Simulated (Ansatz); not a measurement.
`Cl[SiH](Cl)[O][GeH3]` → `[GeH3]`• + `[O][SiH](Cl)Cl`• at 500 K and 1 bar (homolysis of the Ge–O bond).

Program: Ansatz. Geometries: PBE0-D4/def2-TZVP. ΔE: electronic, gas phase. CCSD(T)/CBS is the MP2 limit (def2-TZVPP, def2-QZVPP) plus CCSD(T) − MP2 in def2-TZVPP, frozen cores. Open shells (•) are unrestricted, without spin–orbit coupling. For Ge outer-core shells are correlated without core-valence functions, which leaves a few kJ/mol of doubt a bond. Scalar relativity is left out up to krypton. One conformer a species, not always the lowest.

| species | CCSD(T)/CBS energy (Eh) | H − E (kJ/mol) | S (J/(mol·K)) |
| --- | --- | --- | --- |
| `Cl[SiH](Cl)[O][GeH3]` | -3362.49847 | 158.1 | 472.7 |
| `[GeH3]`• | -2077.84911 | 72.8 | 253.7 |
| `[O][SiH](Cl)Cl`• | -1284.46025 | 70.4 | 364.3 |

H − E and S are ideal-gas, rigid-rotor, harmonic terms from PBE0-D4/def2-TZVP, for one conformer and one mirror image of each species, with the whole ground term of open shells counted as degenerate. 1 Eh = 2625.50 kJ/mol, R = 8.31446 J/(mol·K).

**Question.** By hand: ΔE, ΔH, ΔS and ΔG.

**Answer.** ΔE = (-2077.84911) + (-1284.46025) − (-3362.49847) = 0.18911 Eh = 496.5 kJ/mol. Δ(H − E) = 72.8 + 70.4 − 158.1 = -14.9, so ΔH = 481.6 kJ/mol. ΔS = 253.7 + 364.3 − 472.7 = 145.3 J/(mol·K). ΔG = 481.6 − 500 × (145.3)/1000 = 409.0 kJ/mol.

**Question.** By hand: the equilibrium constant, and the temperature at which ΔG would vanish if ΔH and ΔS stayed fixed.

**Answer.** log₁₀ K = −ΔG/(RT ln 10) = -42.7. ΔG = 0 at ΔH/ΔS = 3315 K, far beyond where these terms or the molecules hold.

The number of gas molecules changes by +1, which sets the sign of ΔS. A doubt of 5 kJ/mol in ΔE shifts log₁₀ K by 0.5 here. Other conformers and mirror images would add mixing entropy, several J/(mol·K) or more a flexible species. Modes under 60 cm⁻¹, often nearly free rotors, make the harmonic entropy too high. These are equilibria of isolated gas molecules and say nothing of rates. Largest T1 diagnostic: 0.014 (customary marks: 0.02 for closed shells, 0.045 for open ones).
